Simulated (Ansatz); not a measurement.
```yaml
crystal:
  periodic: [false, false, false]
  atoms:
    - {symbol: Zn, position_ang: [0.378987, 0.070121, 0.476615]}
    - {symbol: Zn, position_ang: [-1.687080, 0.287451, -3.112327]}
    - {symbol: Zn, position_ang: [0.106058, -0.212479, 3.904991]}
    - {symbol: Se, position_ang: [1.357174, 1.529045, -1.061099]}
    - {symbol: Se, position_ang: [-0.665482, -1.300633, 1.998932]}
    - {symbol: Se, position_ang: [0.510343, -0.373496, -2.207113]}
basis:
  gaussian: {orbitals: def2-TZVP, initial_orbitals: start.molden}
total_charge: 1
magnetization: {spin_polarized: true, initial_magnetization: 1}
hamiltonian: {xc: pbe0, dispersion: d4}
scf: {omitted_lower_state_checks: [starts]}
output: {orbitals: {seedname: orbitals}}
```

The file start.molden holds the orbitals of an earlier run on this structure, at another level or in another basis.

```sh
$ ansatz run in.yaml --threads 4 --pin off --events-out ev --progress --plain --max-ram 4787MiB
```

**Question.** Does this run fit into the memory that it is given?

**Answer.** No. It has 288 basis functions, and Ansatz plans for 6 GiB where 5 GiB are given.
